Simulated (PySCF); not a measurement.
Isomers of C6H5NO2, one GFN2-xTB conformer each. Single-point energies are computed at PBE0/pcSseg-1 (PySCF, gas phase, no added dispersion term), electronic only.

| SMILES | GFN2-xTB relative energy (kcal/mol) |
| --- | --- |
| O=COc1cccnc1 | 0.0 |
| CC1=COC(C#N)=CO1 | 41.2 |

Conformers: `[O:1]=[CH:2][O:3][c:4]1[cH:5][cH:6][cH:7][n:8][cH:9]1` with O1–C2–O3–C4 -1°, C2–O3–C4–C5 -20°.

**Question.** What does PBE0/pcSseg-1 give for the same structures?

**Answer.** 
| SMILES | PBE0/pcSseg-1 E (Eh) | PBE0/pcSseg-1 (kcal/mol) | GFN2-xTB (kcal/mol) | point group |
| --- | --- | --- | --- | --- |
| O=COc1cccnc1 | -436.29628 | 0.0 | 0.0 | C1 |
| CC1=COC(C#N)=CO1 | -436.21617 | 50.3 | 41.2 | Cs |

Both levels put the same isomer lowest. As drawn, the lower has an aromatic ring, a C=O bond and a C(=O)–O unit, which the higher lacks; the higher has a C≡N group and a C=C bond outside aromatic rings, which the lower lacks.

**Question.** Which frontier levels, dipoles and rotational constants go with these structures?

**Answer.** 
| SMILES | HOMO (eV, PBE0/pcSseg-1) | LUMO (eV) | dipole (D) | A, B, C (MHz) |
| --- | --- | --- | --- | --- |
| O=COc1cccnc1 | -7.64 | -1.15 | 0.87 | 4409, 1182, 943.3 |
| CC1=COC(C#N)=CO1 | -6.22 | -1.47 | 5.01 | 5423, 1035, 873.6 |
